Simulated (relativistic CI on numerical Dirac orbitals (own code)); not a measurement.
## Energy levels of Au³⁸⁺

Computed by Dirac-Coulomb-Breit CI, orbitals from a KLI potential per configuration, model QED (radiative potential, 1s self-energy scaled to tabulated hydrogen-like ionisation energies), unscaled Slater integrals (own radial code, finite nucleus).

Configurations in the expansion (outside the closed core [Ar] 3d10): 4s²4p⁶4d⁵, 4s²4p⁶4d⁴4f, 4s²4p⁵4d⁶, 4s4p⁶4d⁵4f, 4p⁶4d⁷, 4p⁵4d⁸, 4s²4p⁶4d³5s², 4s²4p⁶4d²4f5s², 4s4p⁶4d³4f5s². Double excitations out of closed p, d and f shells are left out; levels of such configurations are missing from the list, as are those of other unlisted configurations, and high levels can miss mixing partners.

The lowest level is 4s²4p⁶4d⁵ ⁴P5/2, with 27 % of that term; Hund's rules for 4s²4p⁶4d⁵ give ⁶S with J = 5/2, of which the calculation keeps J, while another term leads.

```tsv
No.	Configuration	Term	J	E (eV)	%	Next component (%)
1	4s²4p⁶4d⁵	⁴P	5/2	0.000	27	23 ²D
2	4s²4p⁶4d⁵	⁶S	5/2	19.219	37	22 ²F
3	4s²4p⁶4d⁵	⁴G	7/2	24.867	34	24 ²F
4	4s²4p⁶4d⁵	⁴D	3/2	25.510	40	30 ⁴P
5	4s²4p⁶4d⁵	²H	11/2	25.864	43	35 ⁴G
6	4s²4p⁶4d⁵	⁴G	9/2	27.946	31	29 ²G
7	4s²4p⁶4d⁵	⁴D	5/2	29.418	30	29 ²D
8	4s²4p⁶4d⁵	⁴P	1/2	30.630	45	28 ²S
9	4s²4p⁶4d⁵	²F	7/2	31.623	39	32 ²G
10	4s²4p⁶4d⁵	²D	3/2	38.379	59	21 ⁴F
11	4s²4p⁶4d⁵	⁶S	5/2	43.821	31	29 ²D
12	4s²4p⁶4d⁵	⁴D	7/2	47.683	52	41 ⁴G
13	4s²4p⁶4d⁵	²I	11/2	48.241	50	48 ⁴G
14	4s²4p⁶4d⁵	⁴G	9/2	49.100	60	36 ²G
15	4s²4p⁶4d⁵	⁴D	1/2	50.608	77	15 ²S
16	4s²4p⁶4d⁵	²I	13/2	50.919	100	
17	4s²4p⁶4d⁵	⁴P	3/2	51.374	53	34 ⁴F
18	4s²4p⁶4d⁵	²F	5/2	52.104	42	31 ⁴D
19	4s²4p⁶4d⁵	²H	9/2	54.619	52	47 ⁴F
20	4s²4p⁶4d⁵	²G	7/2	55.869	61	35 ²F
21	4s²4p⁶4d⁵	⁴F	5/2	56.262	63	25 ²D
22	4s²4p⁶4d⁵	²D	3/2	57.201	86	10 ⁴D
23	4s²4p⁶4d⁵	⁴P	1/2	59.423	40	37 ²P
24	4s²4p⁶4d⁵	²G	7/2	59.539	46	35 ²F
25	4s²4p⁶4d⁵	²G	9/2	63.312	77	12 ²H
26	4s²4p⁶4d⁵	²P	3/2	70.043	74	24 ²D
27	4s²4p⁶4d⁵	²D	5/2	70.866	60	15 ⁴D
28	4s²4p⁶4d⁵	²F	5/2	72.950	32	25 ⁴P
29	4s²4p⁶4d⁵	²F	7/2	76.596	29	29 ⁴F
30	4s²4p⁶4d⁵	²H	11/2	77.657	56	27 ²I
31	4s²4p⁶4d⁵	²D	3/2	77.893	31	30 ⁴D
32	4s²4p⁶4d⁵	²G	9/2	80.826	57	17 ⁴F
33	4s²4p⁶4d⁵	²D	5/2	83.000	64	22 ²F
34	4s²4p⁶4d⁵	²G	7/2	84.236	55	34 ²F
35	4s²4p⁶4d⁵	²P	1/2	87.992	54	34 ²S
36	4s²4p⁶4d⁵	²D	3/2	94.841	75	18 ²P
37	4s²4p⁶4d⁵	²D	5/2	105.274	42	23 ²F
38	4p⁵4d⁶(5D)	⁶F°	11/2	197.748	42	39 ⁴G°
39	4p⁵4d⁶(3P)	⁴D°	7/2	201.457	36	18 ²F°
40	4p⁵4d⁶(3F)	²D°	5/2	201.587	29	29 ⁴P°
41	4p⁵4d⁶(3F)	⁴F°	9/2	203.295	40	24 ⁶D°
42	4p⁵4d⁶(1D)	²P°	1/2	207.717	38	22 ²S°
43	4d⁴(3P)4f	⁴G°	5/2	207.922	15	13 ²F°
44	4p⁵4d⁶(3P)	⁴D°	7/2	212.382	33	20 ²F°
45	4p⁵4d⁶(3P)	⁴P°	3/2	213.832	17	15 ²P°
46	4p⁵4d⁶(3P)	²P°	3/2	215.951	34	19 ⁴P°
47	4d⁴(3P)4f	⁴G°	5/2	215.990	20	11 ⁶H°
48	4p⁵4d⁶(5D)	⁶F°	9/2	219.905	51	17 ⁴F°
49	4p⁵4d⁶(5D)	⁶F°	11/2	221.025	39	20 ²H°
50	4p⁵4d⁶(5D)	⁶D°	7/2	222.322	16	16 ⁴F°
51	4d⁴(3P)4f	⁴G°	7/2	223.082	19	14 ⁴F°
52	4p⁵4d⁶(3G)	⁴H°	13/2	223.106	69	19 ⁴I°
53	4p⁵4d⁶(5D)	⁴P°	5/2	223.635	19	17 ⁴F°
54	4p⁵4d⁶(3F)	²D°	3/2	224.366	24	22 ⁴F°
55	4p⁵4d⁶(3H)	⁴H°	9/2	225.313	20	19 ⁶D°
56	4p⁵4d⁶(3G)	²F°	7/2	226.174	34	18 ⁴G°
57	4p⁵4d⁶(1G)	²F°	5/2	226.800	16	16 ⁴G°
58	4p⁵4d⁶(3D)	⁴P°	1/2	228.027	31	22 ⁴D°
59	4p⁵4d⁶(3H)	⁴I°	15/2	228.240	72	25 ²K°
60	4p⁵4d⁶(1D)	²D°	3/2	228.705	22	20 ⁴D°
61	4p⁵4d⁶(3H)	⁴H°	11/2	229.116	28	27 ⁴G°
62	4p⁵4d⁶(3H)	²G°	9/2	229.263	24	19 ⁴F°
63	4p⁵4d⁶(3G)	⁴H°	13/2	230.141	43	38 ²I°
64	4p⁵4d⁶(3F)	⁴F°	5/2	230.397	17	11 4s²4p⁶4d⁴4f ²D°
65	4d⁴(5D)4f	⁶H°	7/2	230.682	18	14 ⁴G°
66	4d⁴(3P)4f	⁴F°	3/2	231.145	18	13 4s²4p⁵4d⁶ ⁴D°
67	4p⁵4d⁶(3D)	⁴D°	7/2	232.032	31	17 ⁴F°
68	4p⁵4d⁶(3P)	⁴D°	5/2	232.167	14	12 4s²4p⁶4d⁴4f ⁶H°
69	4d⁴(1G)4f	²I°	11/2	232.372	16	14 ⁴K°
70	4s²4p⁶4d⁴4f	⁴F°	3/2	232.421	12	10 4s²4p⁵4d⁶ ⁴F°
```

Energies count from the lowest computed level; ° marks odd parity. Percentages are summed over parent terms; the parents shown are those of the largest component, closed shells are left out there.

The mean weight of the leading LS term, summed over parents, in these 70 levels is 41 %, and that of the leading jj configuration (from the same eigenvectors) 85 %, so jj coupling describes them better and the LS labels are nominal.

At this charge energies of transitions that change n are usually good to better than 1 %, and those within a shell (Δn = 0) to a few per cent. Terms inside the open d or f shell come out 10 to 20 % too wide with unscaled integrals.

LS names give the leading component of a level, which can be under half, so a name can repeat, a term be missing and a line seem to break the LS rules.
